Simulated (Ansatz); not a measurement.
CH3BClFOSi (`F[Si@H](Cl)[C@H]1BO1`) at its PBE0-D4/def2-TZVP geometry, where that method's forces vanish. The species carries charge 0 and has multiplicity 1.

```xyz
9

F    -1.2168   -2.1571   -0.1175
Si   -0.1082   -1.1631    0.4397
Cl   -0.2085   -1.2074    2.4765
C    -0.4235    0.5708   -0.1016
B     0.6560    1.4823   -0.6627
O    -0.0776    0.8433   -1.5604
H     1.2079   -1.6549   -0.0114
H    -1.3738    1.0245    0.1801
H     1.5445    2.2616   -0.6428
```

(1) What forces (eV/Å) does PBE-D4/def2-TZVPP give on these atoms in Ansatz 0.2.0? (Best estimate.)

Results:

(1) Computed: 
```
F1  -0.464 -0.434 -0.258
Si2  0.313  0.269  0.099
Cl3 -0.004  0.001  0.319
C4  -0.087 -0.121  0.459
B5   0.356  0.301  0.335
O6  -0.179 -0.139 -0.951
H7   0.170 -0.056 -0.064
H8  -0.210  0.089  0.077
H9   0.104  0.091 -0.016
```
